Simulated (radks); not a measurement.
Task: The mean radii <r> (bohr) of the occupied orbitals of an atom or ion are listed with their occupations. Calculated with a radial shooting solver on a logarithmic mesh with Libxc functionals: scalar-relativistic Kohn-Sham, r2SCAN, spin-polarised, spherical densities, finite nucleus; meta-GGA in the generalised Kohn-Sham scheme; Fermi nuclear charge, rms radius of each element as measured or else 0.836 A^(1/3) + 0.57 fm.

| orbital | occ. | <r> |
|---|---|---|
| 1s up | 1 | 0.03182 |
| 1s down | 1 | 0.03180 |
| 2s up | 1 | 0.1344 |
| 2s down | 1 | 0.1345 |
| 2p up | 3 | 0.1165 |
| 2p down | 2 | 0.1167 |

Name the element and its charge. Open shells, if any, are filled with parallel spins first.

Result: Z = 46, palladium, charge +37: Pd37+ in [He] 2s2 2p5. The 1s radius gives Z: for a bare nucleus <r> = (2 gamma + 1)/(2Z) with gamma = sqrt(1 - (Z/c)^2), 0.03135 bohr for Z = 46, and screening makes it slightly larger (0.03182 here). The occupations add up to 9, and the charge is Z minus that.
